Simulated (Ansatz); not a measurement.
Reaction (SMILES): C[Si](Br)(Br)Br [tribromo(methyl)silane] -> [CH2][Si](Br)(Br)Br + H atom (the C-H bond at the site shown breaks; other sites are not compared here)
Structures are relaxed separately at B3LYP-D3(BJ)/def2-TZVP in Ansatz (a program for electronic structure), one conformer each, not searched for the lowest. Frequencies are from Ansatz.

Quantity: bond dissociation energy (0 K, with B3LYP-D3(BJ) harmonic zero-point energies), in kcal/mol. Cores are frozen in the correlated levels unless marked. UHF or UKS for open shells. No spin-orbit coupling. The frozen core is the preceding noble-gas configuration, with the filled d and f shells of earlier blocks. No relativistic terms. CBS(X,Y): correlation extrapolated as X^-3; Hartree-Fock from the larger set. The bracket is a focal-point correction in the basis named.

RI-MP2/CBS(def2-TZVPP,def2-QZVPP)+[CCSD(T)-MP2]/def2-TZVPP (Ansatz) gives 101.6 kcal/mol.

Task: Another calculation gave 98.5 kcal/mol. Which level was it?
A. r2SCANh/def2-TZVPD (Ansatz)
B. SVWN5/def2-TZVPD (Ansatz)
C. B2PLYP/def2-TZVPD (Ansatz)

Result: C, B2PLYP/def2-TZVPD (Ansatz). The others give 95.9 (r2SCANh), 110.0 (SVWN5) kcal/mol.
